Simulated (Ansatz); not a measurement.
`B[O][GeH3]` + `N[SiH]([SiH3])S` → `BN[SiH]([SiH3])S` + `[OH][GeH3]`  (ligand exchange at a B–O bond)

Isolated molecules relaxed with PBE0-D4/def2-TZVP in Ansatz; ΔE leaves out vibrations. CCSD(T)/CBS is the MP2 limit (def2-TZVPP, def2-QZVPP) plus CCSD(T) − MP2 in def2-TZVPP, frozen cores. Functionals use def2-TZVPP. B3LYP here is the variant with VWN-RPA as its local correlation; programs differ in this. For Ge outer-core shells are correlated without core-valence functions, which leaves a few kJ/mol of doubt a bond. Scalar relativity is left out up to krypton. One conformer a species, not always the lowest.

(1) Is it downhill or uphill in electronic energy at CCSD(T)/CBS, and by how much? (Best estimate.)

(2) What do these levels give: PBE-D4, r2SCAN-D4, PBE0-D4, B3LYP-D4, B2PLYP, B3LYP, MP2/def2-TZVPP, SCS-MP2/def2-TZVPP, CCSD/def2-TZVPP, CCSD(T)/def2-TZVPP, MP2/def2-QZVPP, HF/CBS(def2)? (An estimate is asked.)

Largest T1 diagnostic among the species: 0.013.

Answers

(1) Computed: Nearly level: ΔE = +0.01 eV.

(2) Ansatz gave: PBE-D4 -0.02, r2SCAN-D4 0.02, PBE0-D4 -0.01, B3LYP-D4 0.04, B2PLYP 0.06, B3LYP 0.08, MP2/def2-TZVPP 0.00, SCS-MP2/def2-TZVPP 0.03, CCSD/def2-TZVPP 0.03, CCSD(T)/def2-TZVPP 0.01, MP2/def2-QZVPP 0.00, HF/CBS(def2) 0.16 eV.

In def2-TZVPP, CCSD(T) changes the Hartree–Fock value by −0.14 eV (the triples alone add −0.02 eV) and MP2 by −0.15 eV. The D4 term adds −0.04 eV with B3LYP and −0.03 eV with PBE0; it sums over pairs of atoms, weighted by their polarisabilities, and B3LYP, whose exchange is more repulsive, gets the larger term.
